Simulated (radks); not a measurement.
Spherical quantum dot in the effective-mass picture: electrons in a hard-walled sphere of radius 1.69, with a point charge +2 (a donor) at the centre, all in effective atomic units (hartree* = m*/eps^2 hartree, bohr* = eps/m* bohr), one dielectric constant everywhere. Calculated with a radial shooting solver with Libxc functionals: non-relativistic Kohn-Sham, PBE, spin-polarised, spherical densities. Levels are named by radial order and angular momentum (1s, 1p, 1d, 2s, ...), and open shells are averaged over m.

N = 4, configuration 1s2 1p(up 2, down 0). This is the lowest configuration that the search found. Occupied and some empty levels:

level,occupation,eigenvalue (hartree*),<r> (bohr*)
1s up,1,1.8546,0.7049
1s down,1,2.0203,0.6888
1p up,2,4.3075,0.9805
1p down,0,4.5641,0.9783
2s up,0,6.3327,0.8526
2s down,0,6.4849,0.8651
1d up,0,6.6787,1.088
1d down,0,6.9451,1.090
1f up,0,9.4430,1.157
1f down,0,9.7023,1.159

Energy (hartree*): total 4.81048, kinetic 11.545, external -12.460, Hartree 8.5118, exchange-correlation -2.7857.
